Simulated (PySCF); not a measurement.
Job for PySCF: R-HF/3-21G on dimethyl selenide (SMILES C[Se]C), a point of a bond scan (R = 1.088 Å).

```python
from pyscf import gto, scf, dft, mp
from pyscf.data.elements import chemcore

mol = gto.M(
    atom='''
    C     1.44143353   -0.25391618    0.82995547
    Se    0.01351776    0.12218640   -0.46064119
    C    -1.48827853   -0.16951364    0.76636954
    H     1.35596492   -1.27459197    1.19690971
    H     2.38542165   -0.13533401    0.30226081
    H     1.39575228    0.45247820    1.65618763
    H    -1.47767316   -1.19295724    1.13540895
    H    -2.40011371    0.00253324    0.19839643
    H    -1.43788580    0.53411293    1.59468687
    ''',
    basis='3-21g',
    charge=0, spin=0, verbose=3, max_memory=1800)
mf = scf.RHF(mol)
mf.conv_tol = 1e-8
mf.max_cycle = 100
mf.kernel()
if not mf.converged:
    mf = mf.newton().run(mf.mo_coeff, mf.mo_occ)
```

Predict the final total energy.

-2467.2729 hartree.
